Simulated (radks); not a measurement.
Coulomb parameter of the 3d shell of the zinc ion Zn3+ in the model configuration [Ar] 3d8 4s1, as a second difference U = [E(n + 1) + E(n - 1) - 2 E(n)] / (1)^2 with all orbitals relaxed. "Bare": the charge of the atom changes with n. "Screened": the 4s shell takes up the change at fixed total charge, which measures U(3d,3d) + U(4s,4s) - 2 U(3d,4s). All-electron calculation, scalar-relativistic Kohn-Sham, PBE, spin-unpolarised, spherical densities, finite nucleus; Fermi nuclear charge, rms radius 3.9283 fm. Program: a radial shooting solver on a logarithmic mesh with Libxc functionals.

case         configuration  E - E(n) (eV)
start         [Ar] 3d8 4s1          0.000
bare +1       [Ar] 3d9 4s1        -48.299
bare -1       [Ar] 3d7 4s1         70.810
screened +1       [Ar] 3d9        -17.890
screened -1   [Ar] 3d7 4s2         23.887

U(bare) = 22.511 eV, U(screened by 4s) = 5.997 eV, against the Slater integral F0(3d,3d) = 32.068 eV with frozen orbitals.
